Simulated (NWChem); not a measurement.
System: C₂H₆F₂Si; SMILES FC(F)C[SiH3]

```xyz
11

F      0.3689     1.3314    -1.0917
C     -0.4117     1.1469     0.0000
F      0.3689     1.3314     1.0917
C     -0.9920    -0.2428     0.0000
Si     0.2809    -1.6551     0.0000
H     -1.1789     1.9425     0.0000
H     -1.6392    -0.3552     0.8847
H     -1.6392    -0.3552    -0.8847
H      1.1392    -1.6039    -1.2185
H     -0.4824    -2.9403     0.0000
H      1.1392    -1.6039     1.2185
```
Atoms are numbered in this order, from 1.

All runs: NWChem. Structure relaxed at the PBE0/def2-SVP level. Level: PBE0/def2-SVP with SMD (1 M gas to 1 M solution), gas-phase geometry. Reactions with the solvent are ignored.

For solvent toluene:

```
Item                                         Value
-------------------------------------------  -----
solvation free energy (kcal/mol)              -2.5
cavity-dispersion-structure term (kcal/mol)   -0.3
dipole in solution (D)                        2.53
```

Problem. How do the values read with solvent water instead?

Solution. The solvation free energy (kcal/mol) comes out as 0.1 and the cavity-dispersion-structure term (kcal/mol) comes out as 4.1. The dipole in solution (D) is 2.88.
